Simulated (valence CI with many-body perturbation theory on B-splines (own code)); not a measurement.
# Tl X in brief

Computed by relativistic CI+MBPT: four valence electrons over a frozen Dirac-Fock core [Xe] 4f14, a basis of 7 s, 7 p, 8 d, 6 f, 4 g, 1 h functions for each j, with the one-electron correlation potential Σ1, the two-electron term Σ2, the three-electron term Σ3, Breit, model QED; selected CI, second order for the rest, scaled by the run's own slope (own B-spline code, finite nucleus).

No measured spectrum was set against this ion. As an estimate, terms of the open shell hold to 2 to 4 % of their energy, and close levels can change places. Excitations out of the core, of the other parity, are not computed and may begin above about 47 eV (a cautious bound); beyond it only levels of the ground parity were kept, without lifetimes.

Levels are named by their leading jj configuration (3d3/2^4 stands for four electrons in 3d with j = 3/2), which in mixed levels can hold well under half, so a name can repeat and another be missing.

Rates and lifetimes use the calculated energies. Strong lines usually hold to 10 to 20 %, long lifetimes can be off by a factor of two.

Task: What is the ground level?

Result: (5d3/2^4) J=0, composition 46 % 5d4 5D + 46 % 5d4 3P + 7 % 5d4 1S.

Task: How well does LS coupling describe the low levels?

Result: Among the lowest 20 levels the leading LS term, summed over configurations, holds 55 % on average. For single configurations the figures are 55 % in LS and 80 % in jj coupling. Terms mix most in the J = 4 level at 29685 cm⁻¹, where the leading one holds 31 %.

Task: What is the ionisation energy?

Result: 158.48 eV; NIST lists 158 ± 2.2 eV (theoretical).

Task: Name the longest-lived excited levels whose lifetime is computed, and their main decay.

Result: (5d3/2^2 5d5/2^2) J=6 at 56753 cm⁻¹ lives 1.65 s, mostly by M1 to (5d3/2^2 5d5/2^2) J=5; (5d3/2^3 5d5/2) J=3 at 29505 cm⁻¹ lives 193 ms, mostly by M1 to (5d3/2^3 5d5/2) J=2; (5d3/2^3 5d5/2) J=2 at 24092 cm⁻¹ lives 29.4 ms, mostly by M1 to (5d3/2^3 5d5/2) J=1. The lifetime of (5d3/2^3 5d5/2) J=4 is too uncertain to give, and may be longer.
